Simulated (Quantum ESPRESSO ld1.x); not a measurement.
Values are calculated unless marked as measured or tabulated.
The aim is the sulfur ion S3+ in [Ne] 3s2 3p1. This ld1.x (Quantum ESPRESSO 7.5) run was made with `OMP_NUM_THREADS=1 ld1.x < ld1.in > ld1.out`. Can the result be used? Name any fault.

```
 &input
    zed=16.0,
    iswitch=1,
    rel=1,
    lsd=1,
    dft='SLA-VWN',
    config='[Ne] 3s2 3p1',
    nspin=1,
    prefix='ld1',
    max_out_wfc=37,
    file_charge='ld1.rho',
 /
```

Output (excerpt):

```
     Program LD1 v.7.5 starts

 %%%%%%%%%%%%%%%%%%%%%%%%%%%%%%%%%%%%%%%%%%%%%%%%%%%%%%%%%%%%%%%%%%%%%%%%%%%%%%
     Error in routine ld1_readin (5010):
     reading input namelist
 %%%%%%%%%%%%%%%%%%%%%%%%%%%%%%%%%%%%%%%%%%%%%%%%%%%%%%%%%%%%%%%%%%%%%%%%%%%%%%

     stopping ...
```

Answer. No (refused). The line at issue: nspin=1. The program stops in ld1_readin with "reading input namelist": the namelist holds a keyword that &input does not know. The sound input gives -395.3369 hartree.
